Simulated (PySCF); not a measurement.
# Where the electron goes

Adiponitrile, C₆H₈N₂.
Geometry (GFN2-xTB, Å), atoms numbered from 1 in this order:
```xyz
16
C6H8N2 angstrom
N     -3.2333    1.2992    0.3534
C     -2.5963    0.3688    0.1660
C     -1.7693   -0.7912   -0.0501
C     -0.3603   -0.5726    0.5162
C      0.3587    0.5738   -0.1927
C      1.7677    0.7913    0.3742
C      2.5960   -0.3674    0.1557
N      3.2350   -1.2960   -0.0344
H     -1.7210   -0.9891   -1.1249
H     -2.2445   -1.6467    0.4375
H      0.2139   -1.4946    0.3980
H     -0.4317   -0.3541    1.5849
H     -0.2149    1.4962   -0.0739
H      0.4300    0.3558   -1.2616
H      2.2433    1.6475   -0.1120
H      1.7191    0.9877    1.4493
```

The calculation used TDDFT B3LYP/def2-SVPD, vertical, gas phase, core orbitals frozen in the response in PySCF.

Kohn–Sham orbitals with the atoms that hold most of them (Löwdin shares over 4%, at most four atoms; ? is withheld):

| orbital | ε (eV) | atoms |
| --- | --- | --- |
| LUMO+2 | 0.33 | N1 17%, N8 16%, C2 14%, C7 14% |
| LUMO+1 | 0.18 | C3 12%, C6 12%, H10 11%, H15 11% |
| LUMO | -0.26 | C6 10%, C3 10%, C7 9%, C2 9% |
| HOMO | ? | ? |
| HOMO-1 | -9.40 | ? |
| HOMO-2 | -9.46 | N1 24%, N8 23%, C2 18%, C7 18% |
| HOMO-3 | -9.48 | N1 24%, N8 24%, C2 18%, C7 18% |

Which atoms hold the HOMO-1, and with what shares?

N8 (bonded to C) 21%; N1 (bonded to C) 21%; C7 (bonded to C and N) 16%; C2 (bonded to C and N) 16%. By element: nitrogen 43%, carbon 31% or more.

Which atoms hold the HOMO, and with what shares?

N8 (bonded to C) 19%; N1 (bonded to C) 19%; C7 (bonded to C and N) 14%; C2 (bonded to C and N) 14%. By element: nitrogen 38%, carbon 27% or more.

What is the HOMO energy, and the HOMO–LUMO gap?

ε(HOMO) = -9.32 eV; the gap is 9.06 eV (0.3330 hartree).

How does S1 compare with the orbital gap of 9.06 eV?

S1 is at 7.80 eV (f = 0.0000), 1.26 eV below the gap, made of HOMO→LUMO (37%), HOMO-1→LUMO+2 (10%), HOMO→LUMO+5 (9%). 

Next come S2 at 7.82 eV (f 0.0003), HOMO-2→LUMO (36%), HOMO→LUMO+3 (13%), HOMO-3→LUMO+2 (11%); S3 at 8.03 eV (f 0.0000), HOMO-1→LUMO (29%), HOMO→LUMO (14%), HOMO-1→LUMO+2 (13%); S4 at 8.07 eV (f 0.024), HOMO-3→LUMO (35%), HOMO-2→LUMO+2 (20%), HOMO→LUMO+3 (15%); S5 at 8.09 eV (f 0.0000), HOMO-1→LUMO+2 (25%), HOMO-3→LUMO+3 (24%), HOMO→LUMO+2 (15%).

Löwdin shares depend on the basis, the more so with diffuse functions.

One conformer stands for the species.
